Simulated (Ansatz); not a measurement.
Input file for Ansatz (a first-principles code): R-B3LYP/def2-TZVPP on H2O2Se (SMILES O[Se]O), a point of a torsion scan.

Ansatz 0.2 input:
```yaml
crystal:
  periodic: [false, false, false]
  atoms:
    - {symbol: O, position_ang: [1.10564383, 0.56294759, -0.37781330]}
    - {symbol: Se, position_ang: [-0.08026824, -0.81189671, -0.46962038]}
    - {symbol: O, position_ang: [1.11357802, -2.13729645, -0.67535645]}
    - {symbol: H, position_ang: [1.97921653, 0.17695011, -0.46681756]}
    - {symbol: H, position_ang: [1.26121166, -2.60294790, 0.15405802]}
basis:
  gaussian:
    orbitals: def2-TZVPP
hamiltonian:
  xc: {name: B3LYP}
scf: {lower_state_search: off}
```

The log:

```
WARN ansatz: RAYON_NUM_THREADS=1 ignored (pool sized by the plan → 1); use --threads N
Functional definition: B3LYP
these checks for a lower state are left out or cut short: stability, starts, cluster_reference, orbital_swaps, neighbouring_geometries, increment
integrals: 0.05 GiB planned
829 factors; their error is unknown
mean field: 0.48 GiB planned
mean field evaluation 1: about -69469.0556 eV, gradient 7.5e1 eV
mean field evaluation 2: about -69440.8471 eV, gradient 1.4e2 eV
mean field evaluation 4: about -69477.6503 eV, gradient 7.5e0 eV
mean field evaluation 8: about -69478.0828 eV, gradient 4.0e-1 eV
mean field evaluation 16: about -69478.0830 eV, gradient 8.4e-6 eV
mean field -69478.08297410 eV, -2553.2724553619 hartree, gradient 8.4e-6 eV, S^2 0.000000; 0 other end points of the search recorded, 0 dependent functions left out
reference -69478.08316802 eV, -2553.2724624886 hartree; 26, 26 occupied and 112, 112 virtual orbitals, 829 factors
Total energy: -69478.08316802 eV, -2553.2724624886 hartree
Checks for a lower state left out: stability, starts, cluster_reference, orbital_swaps, neighbouring_geometries, increment
```

The calculation finished and met its thresholds.

Cost: about 1.5 core-seconds (a rough figure).
